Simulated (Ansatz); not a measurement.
Reaction (ligand exchange at a Zn–N bond): `[NH2][Zn][OH]` + H₂Se → `[OH][Zn][SeH]` + NH₃

Program: Ansatz. Geometries: PBE0-D4/def2-TZVP. ΔE: electronic, gas phase. CCSD(T)/CBS is the MP2 limit (def2-TZVPP, def2-QZVPP) plus CCSD(T) − MP2 in def2-TZVPP, frozen cores. This one scheme is used for every species. DFT in def2-TZVPP. HSE06 is defined as in plane-wave codes. For Se, Zn outer-core shells are correlated without core-valence functions, which leaves a few kJ/mol of doubt a bond. Scalar relativity is left out up to krypton. One conformer a species, not always the lowest.

`[NH2][Zn][OH]`:

```xyz
6

N     0.597   -0.207   -1.295
Zn    0.058    0.016    0.419
O    -0.234    0.190    2.157
H     0.520    0.603   -1.893
H     0.198   -0.994   -1.787
H    -1.139    0.393    2.400
```

H₂Se:

Cartesian coordinates in Å:
```
Se 0.355 -0.345 -0.472
H -0.776 0.588 -0.517
H 0.421 -0.242 0.989
```

`[OH][Zn][SeH]`:

Cartesian coordinates in Å:
```
O -1.053 1.473 0.644
Zn -0.090 0.017 0.317
Se 1.029 -1.925 -0.051
H -0.584 2.306 0.573
H 0.698 -1.871 -1.482
```

NH₃:

Z-matrix (Å, degrees):
```
N
H 1 1.013
H 1 1.013 2 107.1
H 1 1.013 2 107.1 3 -114.5
```

Question: Is it downhill or uphill in electronic energy at CCSD(T)/CBS, and by how much? (Best estimate.)

Answer: Computed: Downhill: ΔE = -102.8 kJ/mol.

Question: What do these levels give: r2SCAN0-D4, ωB97X-V, PBE, HSE06, SCS-MP2/def2-TZVPP, HF/def2-QZVPP? (Best estimate.)

Answer: Ansatz gave: r2SCAN0-D4 -105.2, ωB97X-V -96.9, PBE -95.5, HSE06 -103.4, SCS-MP2/def2-TZVPP -91.9, HF/def2-QZVPP -116.5 kJ/mol.

Question: What do rigid-rotor, harmonic-oscillator terms from PBE0-D4/def2-TZVP frequencies (298.15 K, 1 bar) make of the CCSD(T)/CBS value? (Best estimate.)

Answer: Computed: ΔZPE = +9.7 kJ/mol, ΔH = -92.1 kJ/mol, ΔS = -1 J/(mol·K), ΔG = -91.8 kJ/mol.

Largest T1 diagnostic among the species: 0.017.

From BLYP to BHLYP (50 % exact exchange), in def2-TZVPP and without D4, ΔE moves by −13.9 kJ/mol. In def2-TZVPP, CCSD(T) changes the Hartree–Fock value by +23.1 kJ/mol (the triples alone add +1.9 kJ/mol) and MP2 by +23.6 kJ/mol. Leaving LDA and LC-ωPBE aside and taking each functional with its dispersion term where it has one, the values, not all of them listed here, spread over 15.5 kJ/mol, from BHLYP-D4 to BLYP-D4. LDA lies +7.1 kJ/mol from PBE without D4.
